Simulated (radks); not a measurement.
Valence configurations of neutral scandium (all share [Ar]). Method: non-relativistic Kohn-Sham, PBE, spin-polarised, spherical densities, point nucleus; open shells are filled with parallel spins first; computed with a radial shooting solver on a logarithmic mesh with Libxc functionals. Energies are relative to 3d1 4s2; eigenvalues in eV for spin up.

| valence | E (eV) | moment (Bohr magnetons) | e(3d) | e(4p) | e(4s) |
|---|---|---|---|---|---|
| 3d1 4s2 | 0.000 | 1 | -3.651 | - | -4.265 |
| 4s2 4p1 | 3.642 | 1 | - | -2.776 | -6.038 |
| 3d1 4s1 4p1 | 1.926 | 3 | -4.770 | -2.366 | -5.287 |
| 3d1 4p2 | 4.866 | 3 | -5.736 | -2.840 | - |
| 3d0.5 4s1 4p1.5 | 3.485 | 3 | -6.776 | -2.900 | -6.077 |
| 3d0.5 4p2.5 | 6.682 | 3 | -7.742 | -3.334 | - |
| 3d1.5 4s1.5 | 0.281 | 2 | -2.538 | - | -4.054 |
| 3d1.5 4p1.5 | 3.741 | 3 | -4.015 | -2.361 | - |
| 3d0.5 4s1.5 4p1 | 2.569 | 2 | -6.316 | -2.592 | -5.663 |
| 3d0.5 4s2 4p0.5 | 1.415 | 1 | -5.774 | -2.173 | -5.158 |

NIST lists [Ar] 3d1 4s2 as the ground configuration; this level of theory agrees among the configurations tried. The energies are those of spherical high-spin densities, not of single terms.
